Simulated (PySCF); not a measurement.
# Worked example: chemical shift, span and skew from a shielding tensor

C3H6BNO2, SMILES OB1CN=COC1. Atoms are numbered in the order given.

```xyz
13

O      0.0919    -2.3916     0.0000
B      0.0524    -1.0332     0.0000
C      1.3820    -0.2000     0.0000
N      1.2044     1.2519     0.0000
C      0.0497     1.7602     0.0000
O     -1.1801     1.1899     0.0000
C     -1.3165    -0.2326     0.0000
H     -0.7726    -2.8188     0.0000
H      2.0060    -0.4817     0.8691
H      2.0060    -0.4817    -0.8691
H     -0.0713     2.8530     0.0000
H     -1.9234    -0.5101    -0.8831
H     -1.9234    -0.5101     0.8831
```

Coordinates come from a ωB97X-D3(BJ)/def2-SVP optimisation. The structure was generated by enumeration, and PubChem lists no compound with its InChIKey, so it may never have been made. Other conformers were not sampled.

GIAO shieldings from PBE/pcSseg-1 (PySCF), non-relativistic, no solvent. The symmetric part of the tensor of C5 has the principal values -68.5, 81.8, 83.2 ppm. The same nucleus in TMS has σ = 182.0 ppm at this level (PySCF, at its B3LYP-D3(BJ)/def2-TZVP geometry).

Question: Work out the isotropic shielding, the ¹³C shift against TMS, the span and the skew.

Answer: 
σ(iso) = (σ11 + σ22 + σ33)/3 = 32.2 ppm. δ = σ(ref) − σ(iso) = 182.0 − (32.2) = 149.8 ppm.
Span Ω = σ33 − σ11 = 151.7 ppm. Skew κ = 3(σ(iso) − σ22)/Ω = -0.98, an axial tensor. Tumbling in solution averages the tensor to δ; in a static solid the shielding alone would spread this spin-1/2 line over Ω.
